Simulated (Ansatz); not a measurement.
```xyz
12

N    -1.3228   -1.9798   -0.4929
B    -0.2469   -1.0963   -0.3687
O    -0.2534   -0.1916    0.6592
C     0.7403    0.8003    0.7057
N     0.4259    1.8692   -0.2054
H    -1.3638   -2.6853   -1.2040
H    -2.1195   -1.9542    0.1202
H     0.6778   -1.1605   -1.1321
H     0.7974    1.1080    1.7576
H     1.7125    0.3873    0.4130
H    -0.2908    2.4788    0.1665
H     1.2432    2.4242   -0.4190
```

Charge 0, multiplicity 1.

Question: List the CAM-B3LYP/def2-TZVPP orbital energies in eV (the Gaussian-basis code of Ansatz). (An estimate is asked.)

Answer: Computed: Occupied: -522.18, -391.04, -390.88, -280.70, -185.49, -30.16, -26.13, -25.36, -19.97, -16.74, -15.66, -15.34, -15.08, -13.85, -13.63, -11.62, -10.99, -10.06, -8.95, -8.66. Lowest empty: 1.90, 2.13, 2.38, 2.97, 3.49, 3.55, 4.18, 4.59.
